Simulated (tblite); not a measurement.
Compound: C₂F₆O₂P (charge -1).
Bonds: O1–P2 (double), P2–O3, P2–C4, C4–F5, C4–F6, C4–F7, P2–C8, C8–F9, C8–F10, C8–F11.
Bond orders are those of one Lewis drawing.

Computed with GFN2-xTB (tblite), gas phase: L-BFGS steps from a force-field or distance-geometry start until the largest atomic force falls under 0.01 eV/Å.

At the end of the run (lengths in Å): P2–C4 1.908, P2–C8 1.908, P2–O3 1.471, O1=P2 1.471, C8–F9 1.344, C4–F7 1.346, C8–F11 1.346, O1–P2–O3 124.3°, C4–P2–C8 95.9°, P2–C4–F5 115.4°, F5–C4–F6 105.5°, O1–P2–C4–F5 50°, O1–P2–C8–F9 -50°.

Question: These geometries were met on the way; a selection of coordinates is given. Order them by energy above the end point, lowest first.
A. P2–C4 1.777, P2–C8 1.788, P2–O3 1.539, O1=P2 1.522, C8–F9 1.354, C4–F7 1.345, C8–F11 1.345, O1–P2–O3 117.4°, C4–P2–C8 95.2°, P2–C4–F5 110.1°, F5–C4–F6 108.9°, O1–P2–C4–F5 54°, O1–P2–C8–F9 -54°
B. P2–C4 1.862, P2–C8 1.859, P2–O3 1.472, O1=P2 1.482, C8–F9 1.344, C4–F7 1.349, C8–F11 1.349, O1–P2–O3 126.7°, C4–P2–C8 89.5°, P2–C4–F5 114.4°, F5–C4–F6 106.4°, O1–P2–C4–F5 48°, O1–P2–C8–F9 -48°
C. P2–C4 1.913, P2–C8 1.914, P2–O3 1.468, O1=P2 1.470, C8–F9 1.345, C4–F7 1.343, C8–F11 1.344, O1–P2–O3 123.4°, C4–P2–C8 91.3°, P2–C4–F5 114.4°, F5–C4–F6 105.0°, O1–P2–C4–F5 51°, O1–P2–C8–F9 -51°
D. P2–C4 1.901, P2–C8 1.900, P2–O3 1.467, O1=P2 1.474, C8–F9 1.344, C4–F7 1.339, C8–F11 1.340, O1–P2–O3 126.4°, C4–P2–C8 89.7°, P2–C4–F5 115.1°, F5–C4–F6 104.8°, O1–P2–C4–F5 49°, O1–P2–C8–F9 -49°
E. P2–C4 1.864, P2–C8 1.862, P2–O3 1.440, O1=P2 1.446, C8–F9 1.344, C4–F7 1.337, C8–F11 1.338, O1–P2–O3 124.9°, C4–P2–C8 90.6°, P2–C4–F5 111.5°, F5–C4–F6 109.0°, O1–P2–C4–F5 50°, O1–P2–C8–F9 -49°

Answer: C (0.029 eV), D (0.056 eV), B (0.134 eV), E (0.354 eV), A (0.792 eV).

| step | E above end (eV) | rms distance from the end, all atoms (Å) | largest force (eV/Å) | rms shift of all bonds from the end (Å) |
| --- | --- | --- | --- | --- |
| 8 | 0.029 | 0.095 | 0.205 | 0.003 |
| 6 | 0.056 | 0.107 | 0.650 | 0.005 |
| 3 | 0.134 | 0.128 | 0.792 | 0.022 |
| 1 | 0.354 | 0.146 | 2.253 | 0.024 |
| 0 | 0.792 | 0.156 | 7.144 | 0.062 |

Rows stand in the order of the answer.
